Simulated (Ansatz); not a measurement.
Ideal-gas functions of CH₂ClNOSi (`O[Si]1(Cl)C=N1`) at 500 K and 1 bar, from an Ansatz frequency run at PBE0-D4/def2-TZVP.

Molar mass 107.57 g/mol, point group C1 (symmetry number 1), electronic degeneracy 1, moments of inertia 95.343, 181.694, 251.678 u Å². Harmonic wavenumbers (cm⁻¹, unscaled): 212, 222, 261, 276, 324, 529, 740, 795, 835, 899, 1011, 1220, 1514, 3094, 3903.

Use S(trans) = R[1.5 ln M + 2.5 ln T − 1.1517]; rotational temperatures θ = 24.2544 K / I; S(rot) = R[ln(√π/σ · √(T³/θAθBθC)) + 1.5]; for each mode x = 1.438777 ν̃/T, S = R[x/(eˣ − 1) − ln(1 − e⁻ˣ)] and H = RT x/(eˣ − 1); 1 cm⁻¹ = 0.0119627 kJ/mol; R = 8.31446 J/(mol·K).

Question: By hand: the entropy, in J/(mol·K).

Answer: Translation 177.9. Rotation: θ = 0.2544, 0.1335, 0.0964 K, giving 118.5. Vibration, mode by mode: 12.55, 12.18, 10.89, 10.45, 9.19, 5.58, 3.44, 3.04, 2.78, 2.40, 1.86, 1.15, 0.58, 0.01, 0.00, in all 76.1. Electronic 0.0. Sum 372.5 J/(mol·K).

Question: By hand: H − E and G − E in kJ/mol, counted from the electronic energy.

Answer: Zero-point energy ½ × 15835 × 0.0119627 = 94.7; thermal vibration 21.3; translation, rotation and pV give 4 RT = 16.6. H − E = 132.6 kJ/mol, and G − E = 132.6 − 500 × 372.5/1000 = -53.7 kJ/mol.

Vibration gives 20 % of the entropy. The sum counts one conformer and one mirror image; others add a mixing term.
